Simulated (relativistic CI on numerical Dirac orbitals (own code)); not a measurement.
**Spin-allowed bands of a d3 ion in an octahedral site, by hand**

Problem. Take Δ = 9500 cm⁻¹ and B = 680 cm⁻¹ for a d3 ion in an octahedral site. Calculate the three spin-allowed bands.

Working.
1. The terms of highest spin are 4F (energy 0) and 4P (15B = 10200 cm⁻¹). Here the F term splits into A2 at −1.2Δ = -11400, T2 at −0.2Δ = -1900 and T1 at +0.6Δ = 5700 cm⁻¹.
2. The two T1 states mix through the element 0.4Δ: H = [[5700, 3800], [3800, 10200]], with roots ½(H₁₁ + H₂₂) ∓ ½√[(H₂₂ − H₁₁)² + 4H₁₂²] = ½(15900) ∓ ½(8832) = 3534 and 12366 cm⁻¹.
3. The ground term is 4A2 at -11400 cm⁻¹.
4. Bands: 4T2 9500 cm⁻¹ (1053 nm), 4T1(F) 14934 cm⁻¹ (670 nm), 4T1(P) 23766 cm⁻¹ (421 nm).

Check. Exact diagonalisation of the whole d3 shell with these parameters gives 4T2 9500, 4T1 14934, 4T1 23766 cm⁻¹. The match is exact, since without spin-orbit coupling no other term has this spin. The ratio of the second band to the first, 1.572, depends on Δ/B = 14.0 alone, which is how a Tanabe-Sugano diagram is read.
